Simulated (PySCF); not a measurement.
A PySCF script (with the pyscf-properties extension) for the NMR shieldings of `[SiH3][SiH2]C[SiH2]N([SiH3])[SiH2]Cl`, CH₁₄ClNSi₅, on a GFN2-xTB geometry:

```python
import basis_set_exchange as bse
import numpy as np
from pyscf import gto, dft
from pyscf.prop import nmr

atoms = """
Si   -3.722690    0.367224   -0.000773
Si   -2.393833   -1.413404   -0.623110
C    -0.589741   -1.167869   -0.075031
Si    0.318048    0.221597   -0.977814
N     1.877053    0.507888   -0.230467
Si    2.440079    2.141892    0.010111
Si    2.872686   -0.847624    0.180388
Cl    2.431821   -1.445797    2.042581
H    -5.095343    0.238284   -0.501613
H    -3.850900    0.518716    1.453066
H    -3.233037    1.656264   -0.500789
H    -2.382319   -1.639110   -2.078002
H    -2.849995   -2.689043   -0.040631
H    -0.567719   -0.978088    0.998920
H    -0.045845   -2.101058   -0.222206
H     0.562213   -0.135491   -2.382597
H    -0.416285    1.485972   -0.899799
H     3.508805    2.104840    1.006086
H     1.317221    2.941844    0.492466
H     2.936602    2.650864   -1.271108
H     4.272682   -0.448161    0.151286
H     2.600088   -1.950354   -0.733185
"""
names = dict.fromkeys(["Si", "C", "N", "Cl", "H"], "pcSseg-1")
basis = {el: gto.basis.parse(bse.get_basis(n, elements=[el], fmt="nwchem")) for el, n in names.items()}
mol = gto.M(atom=atoms, basis=basis, charge=0, verbose=0)
mf = dft.RKS(mol, xc="PBE0")
mf.grids.level = 2
mf.grids.alignment = dft.numint.BLKSIZE   # the property module wants whole blocks of grid points
mf.conv_tol = 1e-9
mf.kernel()

calc = nmr.RKS(mf)   # GIAO
C = mf.mo_coeff
Co = C[:, mf.mo_occ > 0]
resp = mf.gen_response(singlet=True, hermi=2)
def vind(x):   # induced exchange potential for any number of trial vectors
    d = np.einsum("pi,xij,qj->xpq", C, 2 * x.reshape(-1, C.shape[1], Co.shape[1]), Co, optimize=True)
    return np.einsum("xpq,pi,qj->xij", resp(d - d.transpose(0, 2, 1)), C, Co, optimize=True).ravel()
mo1, _ = nmr.rhf.solve_mo1(calc, with_cphf=vind)
sigma = calc.kernel(mo1)
for i, s in enumerate(sigma):   # ppm
    w = np.linalg.eigvalsh((s + s.T) / 2)
    print("%2d %-2s iso %8.1f  s11 %8.1f  s22 %8.1f  s33 %8.1f" % (i, mol.atom_pure_symbol(i), w.mean(), *w))
```

Problem. Give the expected output.

Solution. 
```
 0 Si iso    469.0  s11    459.5  s22    465.6  s33    481.9
 1 Si iso    433.8  s11    405.3  s22    421.5  s33    474.5
 2 C  iso    192.1  s11    185.3  s22    193.1  s33    197.9
 3 Si iso    371.5  s11    327.3  s22    368.3  s33    419.0
 4 N  iso    242.2  s11    196.0  s22    252.2  s33    278.6
 5 Si iso    395.7  s11    347.4  s22    378.8  s33    461.0
 6 Si iso    370.8  s11    330.8  s22    380.4  s33    401.1
 7 Cl iso    914.5  s11    775.5  s22    939.6  s33   1028.4
 8 H  iso     28.3  s11     24.7  s22     25.4  s33     34.8
 9 H  iso     28.2  s11     24.8  s22     26.3  s33     33.6
10 H  iso     28.2  s11     24.0  s22     27.5  s33     32.9
11 H  iso     27.7  s11     23.9  s22     26.3  s33     33.0
12 H  iso     27.4  s11     23.1  s22     25.7  s33     33.5
13 H  iso     31.4  s11     25.1  s22     31.6  s33     37.4
14 H  iso     31.1  s11     24.7  s22     30.9  s33     37.6
15 H  iso     26.7  s11     22.2  s22     26.1  s33     31.8
16 H  iso     26.8  s11     21.7  s22     27.8  s33     30.7
17 H  iso     26.9  s11     22.8  s22     25.9  s33     31.8
18 H  iso     26.9  s11     23.0  s22     26.0  s33     31.7
19 H  iso     26.9  s11     23.0  s22     24.5  s33     33.4
20 H  iso     26.5  s11     22.1  s22     24.9  s33     32.3
21 H  iso     26.4  s11     23.2  s22     24.9  s33     31.2
```

These numbers come from an equivalent density-fitted implementation of the same equations, which agrees with the script to about 0.01 ppm for H and up to a few tenths of a ppm for heavy atoms, so last digits may differ.

Problem. Turn these shieldings into chemical shifts. Referencing at the same level of theory: ²⁹Si (σ = 349.16 ppm) and ¹³C (σ = 186.93 ppm) and ¹H (σ = 31.72 ppm) vs TMS; ¹⁵N (σ = 267.73 ppm) vs NH3; ³⁵Cl (σ = 949.78 ppm) vs HCl.

Solution. Averaging equivalent atoms: Si 6: -21.6; Si 3: -22.4; Si 5: -46.6; Si 1: -84.6; Si 0: -119.9; C 2: -5.2; N 4: 25.5; Cl 7: 35; H 20/21: 5.27; H 15/16: 4.97; H 17/18/19: 4.81; H 11/12: 4.13; H 8/9/10: 3.47; H 13/14: 0.49 ppm. Experimental scales use liquid or dissolved standards, which lie at an offset from isolated NH3 (liquid NH3: subtract about 20 ppm).

Size and cost of the density-fitted run: 248 basis functions, 33 s wall time on 1 thread of an AMD EPYC 9R45 96-Core, shared host; peak memory 1.1 GiB.
